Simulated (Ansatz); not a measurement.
All values below come from frozen-core CCSD(T)/def2-TZVPP // TPSS-D3(BJ)/def2-SVP (Ansatz, a quantum-chemistry and plane-wave program).

Ansatz 0.2 input:
```yaml
crystal:
  periodic: [false, false, false]
  atoms:
    - { symbol: Zn, position_ang: [0.0, 0.0, 0.0] }
    - { symbol: F, position_ang: [-1.4096, 0.991615, -0.200214] }
    - { symbol: F, position_ang: [1.4096, -0.991615, 0.200214] }
basis:
  gaussian: { orbitals: def2-TZVPP }
correlation:
  method: ccsd_t
```

Output:

```
Functional definition: HF
873 factors; integrals over basis functions are off by at most 9.6e-4 eV
mean field evaluation 1: about -53789.0061 eV, gradient 4.4e1 eV
mean field evaluation 2: about -53789.1835 eV, gradient 4.4e1 eV
mean field evaluation 4: about -53792.2333 eV, gradient 3.7e0 eV
mean field evaluation 8: about -53792.2670 eV, gradient 6.2e-1 eV
mean field evaluation 16: about -53789.0061 eV, gradient 4.4e1 eV
mean field -53792.26769170 eV, -1976.8293759612 hartree, gradient 2.8e-6 eV, S^2 0.000000; 0 other end points of the search recorded, 0 dependent functions left out
7 core orbitals not correlated
reference -53792.26769170 eV, -1976.8293759612 hartree; 17, 17 occupied and 102, 102 virtual orbitals, 873 factors
second order -36.30147368 eV of doubles, -0.00000000 eV of singles
cycle   1  -32.63361549 eV  change     3.7e0 eV  update   1.6e-1
cycle   2  -33.86459024 eV  change    -1.2e0 eV  update   7.1e-2
cycle   3  -34.06422678 eV  change   -2.0e-1 eV  update   2.6e-2
cycle   4  -34.02321042 eV  change    4.1e-2 eV  update   1.2e-2
cycle   5  -33.99510874 eV  change    2.8e-2 eV  update   3.9e-3
cycle   6  -34.00048129 eV  change   -5.4e-3 eV  update   1.6e-3
cycle   7  -34.00120994 eV  change   -7.3e-4 eV  update   6.4e-4
cycle   8  -34.00063877 eV  change    5.7e-4 eV  update   2.1e-4
cycle   9  -34.00083995 eV  change   -2.0e-4 eV  update   6.4e-5
cycle  10  -34.00093471 eV  change   -9.5e-5 eV  update   1.8e-5
cycle  11  -34.00088094 eV  change    5.4e-5 eV  update   6.9e-6
cycle  12  -34.00087912 eV  change    1.8e-6 eV  update   2.7e-6
perturbative correction -0.82504283 eV, -0.0303197649 hartree
Total energy: -53827.09361365 eV, -1978.1092049871 hartree
```

Cost: roughly 13 core-seconds.
